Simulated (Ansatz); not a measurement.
Task: Name a neutral molecule of Al, C, O, S and H with size of the dipole moment (ωB97M-V/def2-TZVPP) between 0.70 and 1.00 D and HOMO energy (B3LYP/def2-TZVPP) between -7.30 and -7.00 eV (Ansatz, PBE0-D4/def2-TZVP geometry).

Result: `[SH][Al]1[O]C[S]1` (0.77 D, -7.04 eV); `C1[O][AlH][S]1` (0.81 D, -7.02 eV). Other molecules can fit too; these were computed, each in one conformer that needn't be the lowest.

B3LYP here is the variant with VWN-RPA as its local correlation; programs differ in this.
